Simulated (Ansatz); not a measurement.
Reaction (formal exchange of groups at a C–O bond): `FCO[SiH2][SiH3]` + `[SiH3][SiH2][SiH3]` → `FC[SiH]([SiH3])[SiH3]` + `O[SiH2][SiH3]`

Program: Ansatz. Geometries: PBE0-D4/def2-TZVP. ΔE: electronic, gas phase. CCSD(T)/CBS is the MP2 limit (def2-TZVPP, def2-QZVPP) plus CCSD(T) − MP2 in def2-TZVPP, frozen cores. DFT in def2-TZVPP. Each species was taken in one conformer, which may not be the lowest.

Question: Is it downhill or uphill in electronic energy at CCSD(T)/CBS, and by how much? (Best estimate.)

Answer: Ansatz gave: Downhill: ΔE = -0.25 eV.

Question: What do these levels give: PBE0-D4, ωB97M-V, r2SCAN, HF/def2-TZVPP, HF/CBS(def2), CCSD/CBS(def2)? (Best estimate.)

Answer: Ansatz gave: PBE0-D4 -0.22, ωB97M-V -0.22, r2SCAN -0.20, HF/def2-TZVPP -0.08, HF/CBS(def2) -0.08, CCSD/CBS(def2) -0.25 eV.

Largest T1 diagnostic among the species: 0.013.

In def2-TZVPP, CCSD(T) changes the Hartree–Fock value by −0.12 eV (the triples alone add −0.01 eV) and MP2 by −0.16 eV.
